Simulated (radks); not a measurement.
Results of a calculation; reference values are marked as such.
Species: the palladium ion Pd+. Configuration: [Ar] 3d10 4s2 4p(1/2: 1, 3/2: 4) 4d10 (not the ground configuration).

Level of theory: Dirac Kohn-Sham, relativistic LDA (MacDonald-Vosko exchange, VWN5 correlation), spin-unpolarised, spherical densities, finite nucleus; Fermi nuclear charge, rms radius 4.5318 fm (a radial shooting solver on a logarithmic mesh with Libxc functionals).

Energy parts (eV):
| part | energy |
|---|---|
| total | -136968.045 |
| kinetic | 142668.139 |
| electron-nucleus | -331404.223 |
| Hartree | 55370.322 |
| exchange-correlation | -3602.283 |

Orbitals (lengths in bohr, moments of r in powers of bohr; r(max) is where P^2 peaks; r(90%) holds 90 % of the orbital's charge):
orbital  occ.  eigenvalue (eV)      <r^4>  r(90%)   r(max)   <1/r>
1s1/2       2        -24032.61  4.949e-06  0.0573  0.02073   48.06
2s1/2       2        -3524.695  0.0008833   0.214   0.1173   11.05
2p1/2       2        -3275.656  0.0005753   0.192  0.09066   11.04
2p3/2       4        -3117.603  0.0006586   0.199  0.09482   10.41
3s1/2       2        -646.7047    0.04218   0.561   0.3430   3.851
3p1/2       2        -547.5785    0.04193   0.561   0.3290   3.760
3p3/2       4        -519.9998    0.04676   0.577   0.3389   3.606
3d3/2       4        -342.8947    0.04316   0.565   0.2804   3.442
3d5/2       6        -337.3691    0.04468   0.570   0.2833   3.401
4s1/2       2         -97.9442      1.537    1.37   0.8497   1.473
4p1/2       1         -66.9754      2.209    1.50   0.8893   1.351
4p3/2       4         -62.4189      2.507    1.55   0.9144   1.301
4d3/2       4         -16.0338      12.50    2.28    1.071  0.9567
4d5/2       6         -15.5289      13.35    2.32    1.083  0.9424

The highest occupied level is 4d5/2 at -15.529 eV. The electron density at the nucleus is 1.313e+05 e/bohr^3. The density falls to 0.001 e/bohr^3 at r = 3.64 bohr.
